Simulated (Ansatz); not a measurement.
Several settings on one geometry of CuH2 (that of the charge 0 doublet, PBE-D4/def2-TZVP). Ansatz on 4 threads of Intel Xeon 6975P-C on a shared host; times are rough.

```xyz
3

Cu   -0.200   -0.225   -0.369
H    -0.582    1.235   -0.130
H     0.781   -1.010    0.499
```

Totals from different functionals, basis sets or treatments of relativity can't be compared as stabilities.

The 6-31G sets use Cartesian d functions.

Scalar relativity in a set contracted without it gives distorted totals.

The spins typed aren't always the lowest for that charge.

**Question.** Give the basis size and estimate the energy, ⟨S²⟩ and time of these runs.

```json
{"run": "1", "method": "RKS PBE0-D3(BJ)/def2-TZVP", "charge": "-1", "state": "singlet", "further keys": "fitting: {mean_field: def2-universal-jkfit}; nuclear_model: gaussian; forces asked"}
{"run": "2", "method": "UKS BLYP-D4/6-31G", "charge": "0", "state": "doublet", "further keys": "pseudopotentials: {relativity: none}"}
{"run": "3", "method": "ROKS rPW86-PBE/6-31G*", "charge": "0", "state": "doublet", "further keys": "pseudopotentials: {relativity: scalar}; scf: {omitted_lower_state_checks: [starts]}"}
```

**Answer.** 
| run | functions | energy (Eh) | ⟨S²⟩ | wall time |
| --- | --- | --- | --- | --- |
| 1 | 57 | -1641.4372 | – | 0.2 s |
| 2 | 33 | -1641.4029 | 0.75 | 0.75 s |
| 3 | 40 | -1653.6461 | – | 0.45 s |

The highest occupied level of an anion often lies above zero with these methods, and sets without diffuse functions describe the outer electron poorly.
